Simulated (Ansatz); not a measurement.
Wavefunction ladder for C2H10AlNSi, SMILES `[CH3][AlH][NH]C[SiH3]`

Cartesian coordinates in Å:
```
C -1.7532 -1.0308 -2.3318
Al -1.3762 0.0789 -0.7750
N 0.3074 0.3657 -0.2889
C 0.7984 1.1167 0.8565
Si 1.7057 -0.0076 2.0709
H -0.8444 -1.3946 -2.8180
H -2.3321 -0.4788 -3.0791
H -2.3537 -1.9036 -2.0559
H -2.4762 0.7741 0.1345
H 1.0622 -0.0562 -0.8114
H 1.4460 1.9521 0.5567
H -0.0500 1.5731 1.3780
H 2.7896 -0.7280 1.3449
H 2.3159 0.7551 3.1970
H 0.7606 -1.0159 2.6216
```

The species carries charge 0 and has multiplicity 1. The geometry is a stationary point of PBE0-D4/def2-TZVP. It is one conformer, not always the lowest. Frozen core, restricted reference, the Gaussian-basis code of Ansatz. CBS rows extrapolate triple and quadruple zeta; past MP2 they add the triple-zeta difference.

```csv
basis,HF (Eh),MP2 corr.,CCSD corr.,(T),CCSD(T) total
def2-SVP,-666.61215,-0.62811,-0.69910,-0.01943,-667.33068
def2-TZVPP,-666.95264,-0.77797,-0.84079,?,?
def2-QZVPP,?,-0.83017,–,–,–
CBS(def2),?,?,-0.93166,as TZ,?
```

(1) Fill in the withheld values. (An estimate is asked.)

Results:

(1) Computed: def2-TZVPP (T): -0.03157; def2-TZVPP CCSD(T) total: -667.82500; def2-QZVPP HF (Eh): -666.97573; CBS(def2) HF (Eh): -666.97891; CBS(def2) MP2 corr.: -0.86884; CBS(def2) CCSD(T) total: -667.94214.
